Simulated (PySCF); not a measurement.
Computed shifts of a molecule C₃H₈AlCl, KT2/pcSseg-1 run with PySCF, GIAO, gas phase, equivalent atoms averaged, in ppm (number of nuclei): ¹H: 5.60 (1), 1.56 (6), 0.72 (1). ¹³C: 25.2 (1), 21.7 (2). References: ³⁵Cl against HCl (σ = 945.4 ppm); ¹H against TMS (σ = 31.47 ppm); ¹³C against TMS (σ = 185.1 ppm), references at their B3LYP-D3(BJ)/def2-TZVP geometries, non-relativistic (without spin–orbit terms, shifts of atoms bonded to Cl or Br come out too high). Geometry: PBE0-D3(BJ)/def2-SVP. Other conformers were not sampled.

Problem. Identify the compound among the candidates.
A. C[CH2][Al]([CH3])[Cl]
B. CC[CH2][AlH][Cl]
C. C[CH](C)[AlH][Cl]

Solution. C, C[CH](C)[AlH][Cl]
